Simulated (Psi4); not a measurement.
BBr3, singlet, geometry from GFN2-xTB. Base run: Psi4 with B3LYP/STO-3G.

Input for Psi4:
```
memory 2 GB

molecule mol {
0 1
  B     0.018083   -0.019782   -0.037610
  Br   -1.507311   -1.111182   -0.137553
  Br    0.019712    1.666704   -0.864490
  Br    1.485016   -0.552696    1.007416
}

set basis sto-3g
set reference rks

energy('b3lyp')
print_variables()
```

Variants of this job, named by their change:

```csv
change,basis functions,E (Eh),dipole (D),core-seconds (rough)
base,59,-7662.65012,0.08,5
basis = 3-21G,78,-7710.19373,0.01,7
basis = pcseg-1,95,-7746.61871,0.02,9
basis = 6-31G,96,-7745.96272,0.02,6
basis = def2-SV(P),110,-7746.54714,0.02,8
basis = def2-SVP,110,-7746.54714,0.02,8
basis = 6-31G**,120,-7746.19492,0.03,8
basis = aug-cc-pVDZ,131,-7747.02468,0.01,20
basis = def2-SVPD,143,-7746.55723,0.01,10
basis = cc-pVTZ,159,-7747.64762,0.01,40
basis = cc-pVQZ,259,-7747.65820,0.01,70
basis = def2-QZVP,282,-7747.67194,0.01,30
basis = def2-QZVPP,324,-7747.67210,0.01,40
```

Totals compare only among sets that treat the same electrons; sets with core potentials leave the core out.
